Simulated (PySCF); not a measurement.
C9H12.
Geometry (PBE0-D3(BJ)/def2-SVP, Å), atoms numbered from 1 in this order:
```xyz
21
C9H12 angstrom
C     -0.846    2.191    1.139
C      0.048    1.425    0.503
C     -0.266    0.180   -0.210
C     -1.633   -0.253   -0.223
C     -2.796   -0.603   -0.218
C     -4.182   -1.037   -0.222
C      0.670   -0.569   -0.846
C      2.140   -0.318   -0.933
C      2.949   -1.294   -0.079
H     -1.906    1.922    1.160
H     -0.541    3.105    1.655
H      1.099    1.726    0.507
H     -4.298   -2.007    0.288
H     -4.562   -1.152   -1.249
H     -4.828   -0.309    0.295
H      0.317   -1.489   -1.327
H      2.448   -0.426   -1.988
H      2.386    0.716   -0.651
H      2.713   -1.168    0.989
H      2.725   -2.339   -0.345
H      4.030   -1.137   -0.213
```

Computed with PBE0-D3(BJ)/def2-SVP geometry optimisation, gas phase in PySCF.

Masses are those of the commonest isotopes; rigid-rotor values at the optimised geometry. The values belong to one conformer with, in the numbering `[CH2:1]=[CH:2]/[C:3]([C:4]#[C:5][CH3:6])=[CH:7]\[CH2:8][CH3:9]`, C1–C2–C3–C4 0°, C3–C7–C8–C9 108°.

Task: What are A, B and C (GHz)?

Result: Ia = 208.04, Ib = 625.11, Ic = 792.32 u·Å²; 505379 MHz·u·Å²/I gives 2429, 808.5 and 637.8 MHz, that is A = 2.4293, B = 0.8085, C = 0.6378 GHz.

Task: Classify the top.

Result: An asymmetric top: κ = (2 × 808.5 − 2429 − 637.8)/(2429 − 637.8) = -0.81.

Task: What does the inertial defect say?

Result: Not planar: Δ = Ic − Ia − Ib = -40.83 u·Å². For a rigid frame Δ = −2 Σ m c², so Σ m c² = 20.41 u·Å² lies off the ab plane: 8.28 from hydrogen and 12.14 from heavier atoms. The atom farthest from that plane is 1.61 Å away.

Task: Give the other two planar moments, Paa and Pbb, and the rms extents of the mass along the axes.

Result: Paa = Σ m a² = (Ib + Ic − Ia)/2 = 604.70 and Pbb = Σ m b² = (Ia + Ic − Ib)/2 = 187.62 u·Å². With the mass M = 120.09 u, the rms extents √(P/M) along a, b and c are 2.24, 1.25, 0.41 Å.

Task: List the rotational levels J(Ka,Kc) to J = 2 (cm⁻¹).

Result: Above 0(0,0):
J = 1: 1(0,1) 0.0482, 1(1,1) 0.1023, 1(1,0) 0.1080
J = 2: 2(0,2) 0.1443, 2(1,2) 0.1931, 2(1,1) 0.2102, 2(2,1) 0.3724, 2(2,0) 0.3728
Those of J = 1 are B + C, A + C and A + B.

Task: Which lines would a microwave search look for?

Result: The dipole components are |μa| = 0.01 D, |μb| = 0.46 D, |μc| = 0.05 D. The squared components, which scale the intensities, stand as 0.00 : 1.00 : 0.01 (a : b : c). Some lines, for components of 0.1 D or more:

```json
{"type": "b", "branch": "R", "J(Ka,Kc)": "2(0,2) ← 1(1,1)", "MHz": "1259", "lower level (cm⁻¹)": "0.102"}
{"type": "b", "branch": "R", "J(Ka,Kc)": "4(1,3) ← 3(2,2)", "MHz": "1484", "lower level (cm⁻¹)": "0.517"}
{"type": "b", "branch": "Q", "J(Ka,Kc)": "1(1,0) ← 1(0,1)", "MHz": "1791", "lower level (cm⁻¹)": "0.048"}
{"type": "b", "branch": "Q", "J(Ka,Kc)": "2(1,1) ← 2(0,2)", "MHz": "1975", "lower level (cm⁻¹)": "0.144"}
{"type": "b", "branch": "Q", "J(Ka,Kc)": "3(1,2) ← 3(0,3)", "MHz": "2273", "lower level (cm⁻¹)": "0.287"}
{"type": "b", "branch": "Q", "J(Ka,Kc)": "4(1,3) ← 4(0,4)", "MHz": "2711", "lower level (cm⁻¹)": "0.476"}
{"type": "b", "branch": "R", "J(Ka,Kc)": "3(0,3) ← 2(1,2)", "MHz": "2825", "lower level (cm⁻¹)": "0.193"}
{"type": "b", "branch": "R", "J(Ka,Kc)": "2(1,2) ← 1(0,1)", "MHz": "4343", "lower level (cm⁻¹)": "0.048"}
{"type": "b", "branch": "R", "J(Ka,Kc)": "4(0,4) ← 3(1,3)", "MHz": "4412", "lower level (cm⁻¹)": "0.329"}
{"type": "b", "branch": "Q", "J(Ka,Kc)": "4(2,2) ← 4(1,3)", "MHz": "4478", "lower level (cm⁻¹)": "0.567"}
{"type": "b", "branch": "Q", "J(Ka,Kc)": "3(2,1) ← 3(1,2)", "MHz": "4678", "lower level (cm⁻¹)": "0.363"}
{"type": "b", "branch": "Q", "J(Ka,Kc)": "2(2,0) ← 2(1,1)", "MHz": "4875", "lower level (cm⁻¹)": "0.210"}
{"type": "b", "branch": "Q", "J(Ka,Kc)": "2(2,1) ← 2(1,2)", "MHz": "5374", "lower level (cm⁻¹)": "0.193"}
{"type": "b", "branch": "R", "J(Ka,Kc)": "3(1,3) ← 2(0,2)", "MHz": "5538", "lower level (cm⁻¹)": "0.144"}
{"type": "b", "branch": "Q", "J(Ka,Kc)": "4(2,3) ← 4(1,4)", "MHz": "5993", "lower level (cm⁻¹)": "0.510"}
{"type": "b", "branch": "R", "J(Ka,Kc)": "4(1,4) ← 3(0,3)", "MHz": "6670", "lower level (cm⁻¹)": "0.287"}
{"type": "b", "branch": "R", "J(Ka,Kc)": "2(2,0) ← 1(1,1)", "MHz": "8109", "lower level (cm⁻¹)": "0.102"}
{"type": "b", "branch": "Q", "J(Ka,Kc)": "3(3,0) ← 3(2,1)", "MHz": "8476", "lower level (cm⁻¹)": "0.519"}
{"type": "b", "branch": "Q", "J(Ka,Kc)": "3(3,1) ← 3(2,2)", "MHz": "8538", "lower level (cm⁻¹)": "0.517"}
{"type": "b", "branch": "Q", "J(Ka,Kc)": "4(3,2) ← 4(2,3)", "MHz": "8572", "lower level (cm⁻¹)": "0.710"}
{"type": "b", "branch": "R", "J(Ka,Kc)": "3(2,1) ← 2(1,2)", "MHz": "9777", "lower level (cm⁻¹)": "0.193"}
{"type": "b", "branch": "R", "J(Ka,Kc)": "4(2,3) ← 3(1,2)", "MHz": "10390", "lower level (cm⁻¹)": "0.363"}
{"type": "b", "branch": "R", "J(Ka,Kc)": "4(2,2) ← 3(1,3)", "MHz": "11600", "lower level (cm⁻¹)": "0.329"}
{"type": "b", "branch": "Q", "J(Ka,Kc)": "4(4,0) ← 4(3,1)", "MHz": "11917", "lower level (cm⁻¹)": "0.996"}
{"type": "b", "branch": "R", "J(Ka,Kc)": "3(3,1) ← 2(2,0)", "MHz": "12865", "lower level (cm⁻¹)": "0.373"}
{"type": "b", "branch": "R", "J(Ka,Kc)": "4(3,2) ← 3(2,1)", "MHz": "14284", "lower level (cm⁻¹)": "0.519"}
{"type": "b", "branch": "R", "J(Ka,Kc)": "4(3,1) ← 3(2,2)", "MHz": "14352", "lower level (cm⁻¹)": "0.517"}
{"type": "b", "branch": "R", "J(Ka,Kc)": "4(4,1) ← 3(3,0)", "MHz": "17730", "lower level (cm⁻¹)": "0.802"}
```

Whether it is a minimum is left open (no frequencies). These are rigid-rotor constants of the computed structure; measured ground-state constants (B0) also hold zero-point vibration. A rigid rotor knows nothing of internal rotation, which can split or shift real lines.

Time: 2.7 min of wall time. Hardware: an Arm Neoverse N1 with one thread, on a shared host. That covers the optimisation of the geometry.
